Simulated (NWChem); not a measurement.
System: CH₃F₃Si; SMILES C[Si](F)(F)F

Here is an NWChem input.

```
start job
memory heap 200 mb stack 900 mb global 1100 mb
geometry units angstroms
  C      0.000000     0.000000     1.833273
  Si     0.000000     0.000000    -0.010995
  F     -0.839268    -1.248328    -0.613891
  F      1.500718    -0.102663    -0.613891
  F     -0.661450     1.350992    -0.613891
  H     -1.034892     0.074186     2.221692
  H      0.581693     0.859150     2.221692
  H      0.453199    -0.933336     2.221692
end
basis spherical
  * library def2-svp
end
dft
  xc becke88 lyp
  iterations 150
end
driver
  maxiter 120
end
task dft optimize
task dft freq
```

Excerpt of the output:

```
             Northwest Computational Chemistry Package (NWChem) 7.3.0
             --------------------------------------------------------

 C3  symmetry detected

                             Geometry "geometry" -> ""
                             -------------------------

 Output coordinates in angstroms (scale by  1.889725989 to convert to a.u.)

  No.       Tag          Charge          X              Y              Z
 ---- ---------------- ---------- -------------- -------------- --------------
    1 C                    6.0000     0.00000000    -0.00000000     1.81455846
    2 Si                  14.0000     0.00000000     0.00000000    -0.02970954
    3 F                    9.0000     0.00000029     1.50422552    -0.63260554
    4 F                    9.0000    -1.30269766    -0.75211251    -0.63260554
    5 F                    9.0000     1.30269737    -0.75211301    -0.63260554
    6 H                    1.0000     0.90022888     0.51584229     2.20297746
    7 H                    1.0000    -0.00338191    -1.03754222     2.20297746
    8 H                    1.0000    -0.89684697     0.52169994     2.20297746

 Effective nuclear repulsion energy (a.u.)     258.1140984589

      Symmetry information
      --------------------

 Group name             C3
 Group number              5
 Group order               3
 No. of unique centers     4

                                Z-matrix (autoz)
                                --------

 Units are Angstrom for bonds and degrees for angles

      Type          Name      I     J     K     L     M      Value
      ----------- --------  ----- ----- ----- ----- ----- ----------
    1 Stretch                  1     2                       1.84427
    2 Stretch                  1     6                       1.10787
    3 Stretch                  1     7                       1.10787
    4 Stretch                  1     8                       1.10787
    5 Stretch                  2     3                       1.62055
    6 Stretch                  2     4                       1.62055
    7 Stretch                  2     5                       1.62055
    8 Bend                     1     2     3               111.84099
    9 Bend                     1     2     4               111.84099
   10 Bend                     1     2     5               111.84099
   11 Bend                     2     1     6               110.52402
   12 Bend                     2     1     7               110.52402
   13 Bend                     2     1     8               110.52402
   14 Bend                     3     2     4               107.00099
   15 Bend                     3     2     5               107.00099
   16 Bend                     4     2     5               107.00099
   17 Bend                     6     1     7               108.39821
   18 Bend                     6     1     8               108.39821
   19 Bend                     7     1     8               108.39821
   20 Torsion                  3     2     1     6         -60.18675
   21 Torsion                  3     2     1     7         179.81325
   22 Torsion                  3     2     1     8          59.81325
   23 Torsion                  4     2     1     6         179.81325
   24 Torsion                  4     2     1     7          59.81325
   25 Torsion                  4     2     1     8         -60.18675
   26 Torsion                  5     2     1     6          59.81325
   27 Torsion                  5     2     1     7         -60.18675
   28 Torsion                  5     2     1     8         179.81325

                           NWChem Geometry Optimization
                           ----------------------------

[...]

      ----------------------
      Optimization converged
      ----------------------

  Step       Energy      Delta E   Gmax     Grms     Xrms     Xmax
  ---- ---------------- -------- -------- -------- -------- --------
@    2    -628.72349303 -2.6D-06  0.00043  0.00011  0.00070  0.00136
                                     ok       ok       ok       ok

                                Z-matrix (autoz)
                                --------

 Units are Angstrom for bonds and degrees for angles

      Type          Name      I     J     K     L     M      Value     Gradient
      ----------- --------  ----- ----- ----- ----- ----- ---------- ----------
    1 Stretch                  1     2                       1.85260   -0.00043
    2 Stretch                  1     6                       1.10833    0.00002
    3 Stretch                  1     7                       1.10833    0.00002
    4 Stretch                  1     8                       1.10833    0.00002
    5 Stretch                  2     3                       1.62402    0.00021
    6 Stretch                  2     4                       1.62402    0.00021
    7 Stretch                  2     5                       1.62402    0.00021
    8 Bend                     1     2     3               111.82702    0.00001
    9 Bend                     1     2     4               111.82702    0.00001
   10 Bend                     1     2     5               111.82702    0.00001
   11 Bend                     2     1     6               110.68851    0.00003
   12 Bend                     2     1     7               110.68851    0.00003
   13 Bend                     2     1     8               110.68851    0.00003
   14 Bend                     3     2     4               107.01613   -0.00001
   15 Bend                     3     2     5               107.01613   -0.00001
   16 Bend                     4     2     5               107.01613   -0.00001
   17 Bend                     6     1     7               108.22698   -0.00003
   18 Bend                     6     1     8               108.22698   -0.00003
   19 Bend                     7     1     8               108.22698   -0.00003
   20 Torsion                  3     2     1     6         -60.18327   -0.00000
   21 Torsion                  3     2     1     7         179.81673   -0.00000
   22 Torsion                  3     2     1     8          59.81673   -0.00000
   23 Torsion                  4     2     1     6         179.81673   -0.00000
   24 Torsion                  4     2     1     7          59.81673   -0.00000
   25 Torsion                  4     2     1     8         -60.18327   -0.00000
   26 Torsion                  5     2     1     6          59.81673   -0.00000
   27 Torsion                  5     2     1     7         -60.18327   -0.00000
   28 Torsion                  5     2     1     8         179.81673   -0.00000

[...]

 Rotational Constants
 --------------------
 A=   0.126950 cm-1  (  0.182648 K)
 B=   0.117642 cm-1  (  0.169257 K)
 C=   0.117642 cm-1  (  0.169257 K)

 Temperature                      =   298.15K
 frequency scaling parameter      =   1.0000

 Zero-Point correction to Energy  =   28.007 kcal/mol  (  0.044633 au)
 Thermal correction to Energy     =   31.962 kcal/mol  (  0.050934 au)
 Thermal correction to Enthalpy   =   32.554 kcal/mol  (  0.051878 au)

 Total Entropy                    =   76.318 cal/mol-K
   - Translational                =   39.700 cal/mol-K (mol. weight =  99.9956)
   - Rotational                   =   24.127 cal/mol-K (symmetry #  =        3)
   - Vibrational                  =   12.491 cal/mol-K

 Cv (constant volume heat capacity) =   20.548 cal/mol-K
   - Translational                  =    2.979 cal/mol-K
   - Rotational                     =    2.979 cal/mol-K
   - Vibrational                    =   14.589 cal/mol-K

[normal modes left out]

 ----------------------------------------------------------------------------
 Normal Eigenvalue ||           Projected Infra Red Intensities
  Mode   [cm**-1]  || [atomic units] [(debye/angs)**2] [(KM/mol)] [arbitrary]
 ------ ---------- || -------------- ----------------- ---------- -----------
    1       -0.000 ||    0.001039           0.024         1.013       0.349
    2       -0.000 ||    0.000105           0.002         0.103       0.035
    3        0.000 ||    0.000083           0.002         0.081       0.028
    4        0.000 ||    0.000197           0.005         0.192       0.066
    5        0.000 ||    0.000766           0.018         0.747       0.257
    6        0.000 ||    0.001458           0.034         1.422       0.490
    7      120.670 ||    0.000000           0.000         0.000       0.000
    8      202.216 ||    0.000005           0.000         0.005       0.002
    9      202.224 ||    0.000005           0.000         0.005       0.002
   10      305.547 ||    0.014947           0.345        14.571       5.019
   11      305.549 ||    0.014947           0.345        14.571       5.019
   12      358.205 ||    0.060336           1.392        58.819      20.261
   13      657.779 ||    0.002927           0.068         2.853       0.983
   14      771.642 ||    0.003312           0.076         3.228       1.112
   15      771.645 ||    0.003311           0.076         3.228       1.112
   16      863.551 ||    0.176004           4.061       171.577      59.103
   17      955.808 ||    0.195736           4.516       190.813      65.729
   18      955.809 ||    0.195737           4.516       190.814      65.729
   19     1257.727 ||    0.035343           0.815        34.454      11.868
   20     1392.137 ||    0.003043           0.070         2.966       1.022
   21     1392.139 ||    0.003043           0.070         2.966       1.022
   22     2970.238 ||    0.000000           0.000         0.000       0.000
   23     3058.944 ||    0.001179           0.027         1.149       0.396
   24     3058.945 ||    0.001179           0.027         1.149       0.396
 ----------------------------------------------------------------------------
```

Level: BLYP/def2-SVP.
